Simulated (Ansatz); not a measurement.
```yaml
crystal:
  periodic: [false, false, false]
  atoms:
    - {symbol: O, position_ang: [1.818804, 2.633996, -1.638099]}
    - {symbol: In, position_ang: [0.877691, 1.191652, -0.709696]}
    - {symbol: O, position_ang: [-0.954069, 0.716936, -1.255621]}
    - {symbol: Si, position_ang: [-2.110670, -0.306575, -0.723676]}
    - {symbol: O, position_ang: [1.711229, 0.202084, 0.756716]}
    - {symbol: Si, position_ang: [1.300952, -1.086804, 1.674699]}
    - {symbol: H, position_ang: [1.272848, 3.018156, -2.330056]}
    - {symbol: H, position_ang: [-2.076518, -0.435634, 0.762455]}
    - {symbol: H, position_ang: [-3.442199, 0.219482, -1.124970]}
    - {symbol: H, position_ang: [-1.933212, -1.665075, -1.306969]}
    - {symbol: H, position_ang: [2.542860, -1.727112, 2.180615]}
    - {symbol: H, position_ang: [0.530641, -2.089111, 0.882322]}
    - {symbol: H, position_ang: [0.461643, -0.672006, 2.832301]}
basis:
  gaussian: {orbitals: def2-TZVP}
magnetization: {spin_polarized: true, initial_magnetization: 3}
hamiltonian: {xc: {name: revPBE}, dispersion: d3bj}
scf: {lower_state_search: off}
```

```sh
$ ansatz run in.yaml --threads 4 --pin off --events-out ev --progress --plain --max-ram 11315MiB
```

It prints (some lines left out):

```
Error: a molecule whose nuclei and cores have a total charge of 80 cannot have a net charge of 0 together with 3 unpaired electrons
```

Problem. What is wrong with this run?

Solution. The number of unpaired electrons doesn't fit the electron count. The input was rejected before any iteration.
